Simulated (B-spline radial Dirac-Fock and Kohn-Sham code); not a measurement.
Method: Dirac-Fock (average of configuration) total-energy differences with a finite nucleus, the Breit interaction including its frequency dependence, and self-energy and vacuum-polarisation corrections. Computed with a radial finite-basis atomic code. No correlation.

Q: Identify the element and charge state from the binding energies below (tabulated ground configuration; the least bound level is included).

| level | binding energy (eV) |
| --- | --- |
| L2 | 5979.0 |
| L3 | 5656.9 |
| M1 | 1959.7 |
| M2 | 1816.9 |
| M3 | 1751.8 |
| M4 | 1507.2 |
| M5 | 1493.6 |

A: Xe²⁶⁺: Z = 54 with 28 electrons, [Ar] 3d10.
